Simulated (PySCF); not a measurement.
The group X on NC-X is varied. Gas-phase values, no solvent. Strings in code marks are SMILES.

Method: B3LYP-D3(BJ)/def2-TZVP (PySCF 2.14.0). All candidates: neutral, multiplicity 1. B3LYP has the VWN-RPA correlation part, as in Gaussian. Delta-SCF ions had no search for a lower state. Excitations are Tamm–Dancoff values on a coarser integration grid. The basis has no diffuse functions, so Rydberg states are missing or too high.

```json
{
  "vertical ionisation energy (Delta-SCF)": "11.45 eV",
  "S1 excitation (TDA)": "5.25 eV",
  "LUMO": "-1.85 eV"
}
```

Problem. Name which member has these values.
A. `N#CS`
B. `CNC#N`
C. `C#CC#N`
D. `N#C[SiH3]`

Solution. C, `C#CC#N`. The others give `N#CS`: 10.76 eV, 5.30 eV, -1.28 eV; `N#C[SiH3]`: 12.20 eV, 7.01 eV, -0.83 eV; `CNC#N`: 9.89 eV, 5.97 eV, -0.02 eV
